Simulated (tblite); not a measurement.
Species: C10H10O.
Numbering: `[CH3:1][C:2](=[O:3])/[CH:4]=[CH:5]/[c:6]1[cH:7][cH:8][cH:9][cH:10][cH:11]1` (hydrogens: H12, H13, H14 on C1; H15 on C4; H16 on C5; H17 on C7; H18 on C8; H19 on C9; H20 on C10; H21 on C11)

Computed with GFN2-xTB (tblite), gas phase: L-BFGS steps from a force-field or distance-geometry start until the largest atomic force falls under 0.01 eV/Å.

Geometry at step 4:
```
atom  x, y, z in Å
C1      4.0692    0.3187    0.1267
C2      2.8911   -0.5699    0.4518
O3      3.0515   -1.6832    0.9108
C4      1.5523   -0.0217    0.1777
C5      0.4406   -0.7205    0.4401
C6     -0.9289   -0.2796    0.1946
C7     -1.8799   -1.2052   -0.2413
C8     -3.1836   -0.8188   -0.4830
C9     -3.5693    0.4950   -0.2770
C10    -2.6395    1.4205    0.1651
C11    -1.3300    1.0420    0.3926
H12     4.8221    0.2181    0.9067
H13     4.5131   -0.0163   -0.8107
H14     3.7851    1.3619    0.0294
H15     1.4933    0.9631   -0.2575
H16     0.5534   -1.7155    0.8558
H17    -1.5870   -2.2339   -0.4030
H18    -3.9053   -1.5490   -0.8178
H19    -4.5909    0.7950   -0.4544
H20    -2.9379    2.4440    0.3382
H21    -0.6281    1.7721    0.7652
```

Q: What forces act on the atoms?

A: 
```json
{"atom": "C1", "Fx (eV/Å)": "-0.033", "Fy (eV/Å)": "0.091", "Fz (eV/Å)": "0.029"}
{"atom": "C2", "Fx (eV/Å)": "-0.029", "Fy (eV/Å)": "-0.188", "Fz (eV/Å)": "0.105"}
{"atom": "O3", "Fx (eV/Å)": "-0.031", "Fy (eV/Å)": "0.072", "Fz (eV/Å)": "-0.031"}
{"atom": "C4", "Fx (eV/Å)": "-0.003", "Fy (eV/Å)": "0.050", "Fz (eV/Å)": "0.009"}
{"atom": "C5", "Fx (eV/Å)": "-0.115", "Fy (eV/Å)": "-0.007", "Fz (eV/Å)": "0.007"}
{"atom": "C6", "Fx (eV/Å)": "0.095", "Fy (eV/Å)": "-0.022", "Fz (eV/Å)": "0.007"}
{"atom": "C7", "Fx (eV/Å)": "0.041", "Fy (eV/Å)": "-0.064", "Fz (eV/Å)": "0.053"}
{"atom": "C8", "Fx (eV/Å)": "0.002", "Fy (eV/Å)": "-0.036", "Fz (eV/Å)": "0.012"}
{"atom": "C9", "Fx (eV/Å)": "-0.017", "Fy (eV/Å)": "0.014", "Fz (eV/Å)": "-0.014"}
{"atom": "C10", "Fx (eV/Å)": "0.000", "Fy (eV/Å)": "0.025", "Fz (eV/Å)": "-0.004"}
{"atom": "C11", "Fx (eV/Å)": "0.009", "Fy (eV/Å)": "0.002", "Fz (eV/Å)": "0.003"}
{"atom": "H12", "Fx (eV/Å)": "-0.006", "Fy (eV/Å)": "-0.043", "Fz (eV/Å)": "-0.051"}
{"atom": "H13", "Fx (eV/Å)": "-0.028", "Fy (eV/Å)": "-0.003", "Fz (eV/Å)": "0.023"}
{"atom": "H14", "Fx (eV/Å)": "-0.032", "Fy (eV/Å)": "0.011", "Fz (eV/Å)": "-0.017"}
{"atom": "H15", "Fx (eV/Å)": "0.028", "Fy (eV/Å)": "0.088", "Fz (eV/Å)": "-0.035"}
{"atom": "H16", "Fx (eV/Å)": "0.034", "Fy (eV/Å)": "-0.026", "Fz (eV/Å)": "-0.076"}
{"atom": "H17", "Fx (eV/Å)": "0.020", "Fy (eV/Å)": "0.044", "Fz (eV/Å)": "0.027"}
{"atom": "H18", "Fx (eV/Å)": "-0.004", "Fy (eV/Å)": "0.004", "Fz (eV/Å)": "-0.023"}
{"atom": "H19", "Fx (eV/Å)": "-0.016", "Fy (eV/Å)": "0.004", "Fz (eV/Å)": "-0.001"}
{"atom": "H20", "Fx (eV/Å)": "-0.002", "Fy (eV/Å)": "0.008", "Fz (eV/Å)": "-0.003"}
{"atom": "H21", "Fx (eV/Å)": "0.088", "Fy (eV/Å)": "-0.026", "Fz (eV/Å)": "-0.020"}
```

The largest, 0.22 eV/Å, acts on C2; the rms over all components is 0.047 eV/Å. The forces sum to zero within rounding, as they must for an isolated molecule in no field.

Q: Give the force on C2 in Eh/bohr and in nN.

A: 0.217 eV/Å ÷ 51.422 = 0.00423 Eh/bohr, and 0.217 eV/Å × 1.602 = 0.35 nN.

Q: How far is this geometry from the end of the optimisation?

A: 0.070 eV above it, and 0.468 Å rms away after alignment. The bonds farthest from their final lengths, with half the difference of the two atoms' forces along the bond (positive lengthens):

```json
{"bond": "C5–C6", "now (Å)": "1.460", "final (Å)": "1.448", "force along bond (eV/Å)": "-0.10"}
{"bond": "C1–H14", "now (Å)": "1.086", "final (Å)": "1.088", "force along bond (eV/Å)": "-0.04"}
{"bond": "C6–C11", "now (Å)": "1.395", "final (Å)": "1.398", "force along bond (eV/Å)": "+0.02"}
{"bond": "C2=O3", "now (Å)": "1.215", "final (Å)": "1.212", "force along bond (eV/Å)": "-0.14"}
{"bond": "C2–C4", "now (Å)": "1.472", "final (Å)": "1.470", "force along bond (eV/Å)": "+0.04"}
{"bond": "C1–H12", "now (Å)": "1.089", "final (Å)": "1.086", "force along bond (eV/Å)": "-0.01"}
```

The angle farthest from its final value is C2–C1–H14, 112.4° against 109.6°.

What follows is the cost of the whole relaxation. Hardware: 2 threads, Intel Xeon Platinum 8259CL at 2.50 GHz (x86_64), no GPU, shared host with 96 logical CPUs at a one-minute load of 57. Cost: 1.6 s wall, 3.2 s CPU.
